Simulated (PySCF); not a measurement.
C2H6N, SMILES [CH2]NC, multiplicity 2.

Coordinates come from a ωB97X-D3(BJ)/def2-TZVP optimisation. The isomer is the one that the SMILES or the coordinates give; other isomers of the formula were not compared.

All values below come from PBE/def2-TZVPD (PySCF).

Isolated molecule, no solvent.

```yaml
total_energy: -134.37915 hartree
"α spin, highest occupied and lowest empty level": -2.97 and -0.25 eV
"β spin, highest occupied and lowest empty level": -6.60 and -1.47 eV
dipole_moment: 1.32 D
quadrupole, principal values (traceless, Buckingham form, about the centre of nuclear charge): -4.49, 0.47, 4.02 D·Å
mean_static_polarisability: 42.4 bohr³ (6.28 Å³)
polarisability_principal_values: 36.5, 40.1, 50.6 bohr³
"⟨S²⟩": 0.753 (pure state 0.75)
```
